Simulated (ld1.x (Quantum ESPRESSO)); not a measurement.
PBE PAW dataset for Ca, scalar-relativistic all-electron reference.

* Element: Ca (Z = 20)
* Generator: ld1.x (Quantum ESPRESSO) 7.5
* Type: PAW
* Functional: PBE
* Relativity: scalar-relativistic
* Frozen core: [Ne]
* Valence charge: 10
* Reference configuration: 3s2 3p6 3d0 4s2 4p0
* Partial waves: 3s (bound): rcut 1.55, rcutus 1.70 bohr; 4s (bound): rcut 1.55, rcutus 1.70 bohr; 3p (bound): rcut 1.80, rcutus 1.95 bohr; 4p (bound, empty): rcut 1.80, rcutus 1.95 bohr; 3d (bound, empty): rcut 1.90, rcutus 2.20 bohr; 3d channel at 0.35 Ry: rcut 1.90, rcutus 2.20 bohr
* Local potential: all-electron potential smoothed inside 2.00 bohr (lloc = -1)
* Core correction: a·sin(br)/r model core, default radius (core density twice the valence density)
* Augmentation charge: BESSEL, radius 1.65 bohr

All-electron outer shells of the reference configuration (PBE, scalar-relativistic, ld1.x):

| shell | level (eV) | outermost node (bohr) | outermost maximum (bohr) |
| --- | --- | --- | --- |
| 2s | -414.37 | 0.10 | 0.30 |
| 2p | -334.74 | – | 0.25 |
| 3s | -47.09 | 0.45 | 0.99 |
| 3p | -28.01 | 0.42 | 1.04 |
| 4s | -3.77 | 1.43 | 3.42 |
| 3d | -1.95 | – | 1.27 |
| 4p | -1.40 | 1.63 | 4.39 |

Calculated quality:

```json
{
  "Largest excitation error": "-50 meV (all-electron minus pseudo) for 3s1 3p6 3d0 4s2 4p0, out of 7 test configurations",
  "Lowest eigenvalue of the overlap operator": "-0.89 (s channel); it is negative, so in a basis up to 400 Ry S is not positive definite and the file is unfit for use"
}
```

The ghost test of this file was not conclusive. Its overlap operator is not positive definite in a basis up to 400 Ry (lowest eigenvalue s -0.89), so the file is unfit for use: the generalised eigenproblem breaks down once the basis is large enough, and its test numbers describe a broken file.

Generation and tests took about 1.5 s on one core of a shared server CPU.
